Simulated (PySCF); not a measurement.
**Working out the ionisation energy of B²⁺**

B²⁺ [He] 2s1 (2S) → B³⁺ 1s2 (1S). All numbers are calculated (PySCF 2.14, the spin-free X2C one-electron Hamiltonian (Gaussian nucleus), in x2c-TZVPPall (5s3p2d1f, 31 functions)). Frozen: nothing. Energies in hartree (1 hartree = 27.21139 eV):

| part | B²⁺ (lower) | B³⁺ (upper) |
| --- | --- | --- |
| UHF | -23.381994 | -21.992105 |
| MP2 opposite-spin | -0.014045 | -0.013548 |
| MP2 same-spin | -0.000125 | 0.000000 |

Question: What does Hartree-Fock give?

Answer: (-21.992105) − (-23.381994) = 1.389889 hartree = 37.821 eV.

Question: What do MP2 and SCS-MP2 (6/5 opposite-spin, 1/3 same-spin) give?

Answer: The opposite-spin parts differ by 0.014 eV and the same-spin parts by 0.003 eV. MP2: 37.821 + (0.014) + (0.003) = 37.838 eV. SCS-MP2: 37.821 + 1.2 × (0.014) + (0.003)/3 = 37.839 eV.

Measured between the centres of the two terms (NIST): 37.931 eV, so MP2 (valence and next inner shell) is off by -0.093 eV.

What remains against the reference includes basis incompleteness and correlation beyond second order.
